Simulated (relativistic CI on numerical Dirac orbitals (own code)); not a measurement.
Calculated at this level of theory: Dirac-Coulomb-Breit CI, orbitals from a KLI potential per configuration, a model potential for QED, unscaled Slater integrals (own radial code, finite nucleus).

The strongest absorption lines from the ground level of an ion, among the configurations computed and to levels below about 422 eV (vacuum wavelength in nm, gf): 5.4041 (0.5), 5.6620 (0.15), 5.7531 (0.37), 5.8061 (0.27), 5.8381 (1.6), 5.9959 (0.7), 6.0857 (0.29), 6.4248 (0.63).

Problem. Which ion is it?
A. In²⁵⁺
B. I²⁹⁺
C. In²³⁺
D. Rh²¹⁺

Solution. A. In²⁵⁺ has 24 electrons and the ground level 3s2.3p6.3d6 5D_4; the strongest line goes to 3s2.3p5.3d7 5P°_3. The pattern of lines fixes the number of electrons, and along that sequence the line energies rise steadily with the charge (about as its square where n changes within one kind of shell, about linearly where n is kept but much faster in heavy ions where fine structure, which grows about as Z⁴, sets the gap, and irregularly where shells cross), which fixes Z. Configurations outside the model, such as inner-shell arrays, can give stronger lines. At this charge energies of transitions that change n are usually good to better than 1 %, and those within a shell (Δn = 0) to a few per cent. Terms inside the open d or f shell come out 10 to 20 % too wide with unscaled integrals.

LS names give the leading component of a level, which can be under half, so a name can repeat, a term be missing and a line seem to break the LS rules.
